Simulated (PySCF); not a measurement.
Level of theory: PySCF with PBE-D3(BJ)/def2-TZVP // r2SCAN-D4/def2-SVP. Isolated molecules, 0 K electronic values unless said otherwise. One relaxed conformer stands for a flexible species; it need not be the lowest. 

Reference species: [Cd(OH)2] (neutral, multiplicity 1).

```yaml
HOMO: -6.44 eV
LUMO: -2.34 eV
mean_distance_from_the_central_atom_to_its_bonded_neighbours: 1.961 Å
HOMO–LUMO gap: 4.10 eV
```

Changed species: [Cd(NH2)2] (2 of 2 OH replaced by NH2; the reference has 0 of 2 OH replaced by NH2).

Problem. What does the change do to the HOMO, LUMO, mean distance from the central atom to its bonded neighbours and HOMO–LUMO gap?

Solution. the HOMO increases by 1.07 eV, to -5.37 eV; the LUMO rises by 0.93 eV, to -1.41 eV; the mean distance from the central atom to its bonded neighbours increases by 0.044 Å, to 2.005 Å; the HOMO–LUMO gap decreases by 0.14 eV, to 3.96 eV.
